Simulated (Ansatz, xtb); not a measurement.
C4H4ClNO: 5 structures ranked

5 gas-phase structures of C4H4ClNO, from a drawn sample of its isomers (lower ones may exist). Each was relaxed with GFN2-xTB:

A. `Cc1coc(Cl)n1`, a singlet
B. `Cc1ocnc1Cl`, a singlet
C. `Cc1cnc(Cl)o1`, a singlet
D. `Cc1nc(Cl)co1`, a singlet
E. `Cc1ncc(Cl)o1`, a singlet

Make a reasoned guess at their ranking by r2SCAN-D4/def2-SVP single-point energy.

Calculated order at r2SCAN-D4/def2-SVP: D (0.0), E (5.0), B (5.9), C (7.0), A (10.5) kJ/mol. Less than 1 kcal/mol parts E and B; B and C; C and A, so the order within those pairs means little.

Energies above the lowest of each column, in kJ/mol; the last columns are at PBE-D3(BJ)/def2-SVP geometries:

```
structure  GFN2-xTB  HF/STO-3G  r2SCAN-D4/def2-SVP  PBE-D3(BJ)/def2-SVP  CCSD(T)/def2-SVP + ΔMP2/def2-TZVPP
        D       0.0        0.0                 0.0                  0.0                                 0.0
        E       5.0        3.2                 5.0                  4.9                                 4.3
        B       6.0        4.3                 5.9                  0.2                                 2.6
        C       6.3        8.9                 7.0                  6.2                                 7.4
        A       7.4       16.1                10.5                 10.1                                10.5
```

Every level run on D puts it lowest or level with the lowest. CCSD(T)/def2-SVP + ΔMP2/def2-TZVPP orders those it was run on as D (0.0), B (2.6), E (4.3), C (7.4), A (10.5) kJ/mol. Less than 1 kcal/mol parts D and B; B and E; E and C; C and A, so the order within those pairs means little. ΔMP2 is the change of the MP2 energy from the smaller to the larger basis.

Over these structures GFN2-xTB departs from r2SCAN-D4/def2-SVP by 0.9 kJ/mol on average once a common shift is removed. A GFN2-xTB relaxation took about 0.16 s and the r2SCAN-D4/def2-SVP energy about 3.9 s on a shared host (Ansatz 0.2.0, xtb 6.7.1).
